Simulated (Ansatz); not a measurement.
H2Te2, SMILES [TeH][TeH].

Geometry: B3LYP-D3(BJ)/def2-TZVP. The def2 effective core potentials stand for the cores of Te; spin–orbit coupling is left out.

Two levels are set side by side: PBE/def2-TZVPD (Ansatz, a first-principles code) and CAM-B3LYP/def2-TZVPD (Ansatz). Energy differences of separate SCF runs at the same geometry; the states with an electron removed or added have multiplicity 2 and 2. Differences are taken from unrounded values.

```json
[
 {"quantity": "vertical ionisation energy (eV)", "CAM-B3LYP": "8.75", "PBE": "8.40", "PBE minus CAM-B3LYP": "-0.35"},
 {"quantity": "vertical electron affinity (eV)", "CAM-B3LYP": "0.66", "PBE": "0.71", "PBE minus CAM-B3LYP": "0.05"},
 {"quantity": "vertical singlet–triplet gap (eV)", "CAM-B3LYP": "2.72", "PBE": "2.44", "PBE minus CAM-B3LYP": "-0.28"}
]
```
